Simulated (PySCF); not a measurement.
**Distorted geometries of Ir2H6**

Ir2H6 (triplet; a saddle point, relaxed within its symmetry). PySCF 2.14.0, UKS PBE, Ir def2-SVP with ECP60, H def2-SVP; non-relativistic Hamiltonian with scalar-relativistic core potentials where named; density fitting; no spin-orbit coupling. Relaxed geometry:

```xyz
8

Ir    0.0546    0.0000    1.2207
Ir   -0.0546    0.0000   -1.2207
H     1.5899    0.0000    1.3861
H    -1.5899    0.0000   -1.3861
H     0.5236    1.3824    1.8685
H     0.5236   -1.3824    1.8685
H    -0.5236    1.3824   -1.8685
H    -0.5236   -1.3824   -1.8685
```

Problem. Order these distorted geometries by energy above the relaxed one, lowest first.
A.
```xyz
8

Ir    0.0277    0.0325    1.3116
Ir   -0.0678    0.0750   -1.2779
H     1.6312    0.0341    1.3877
H    -1.6222   -0.0082   -1.4054
H     0.4955    1.3551    1.8734
H     0.4310   -1.4140    1.9083
H    -0.4456    1.2911   -1.8314
H    -0.4498   -1.3656   -1.9662
```
B.
```xyz
8

Ir    0.0954    0.0468    1.1337
Ir   -0.0475   -0.1121   -1.1700
H     1.5720    0.0785    1.4534
H    -1.6745   -0.0875   -1.2522
H     0.6164    1.4130    1.8319
H     0.3766   -1.3818    1.8500
H    -0.5820    1.3251   -1.8750
H    -0.3564   -1.2820   -1.9719
```
C.
```xyz
8

Ir    0.0409   -0.0150    1.2695
Ir   -0.0585    0.0634   -1.2466
H     1.6018    0.0161    1.4179
H    -1.5387    0.0033   -1.3790
H     0.4788    1.3927    1.8637
H     0.5410   -1.4035    1.8854
H    -0.5468    1.3627   -1.8928
H    -0.5185   -1.4197   -1.9180
```

Solution. C (0.19 eV), B (0.68 eV), A (0.75 eV).

Problem. Which forces (eV/Å) act in the one that lies 0.75 eV up?

Solution. 
```
Ir   0.46 -1.52 -1.95
Ir   1.34 -5.76  3.60
H   -1.15 -0.08 -0.09
H    0.39  0.12  0.07
H    0.56  1.43  0.72
H    0.06  0.20  0.10
H   -1.76  4.93 -2.47
H    0.10  0.67  0.02
```
Forces carry noise of the integration grid, about 0.01 to 0.03 eV/Å.

Open shells may have lower solutions than the one found.
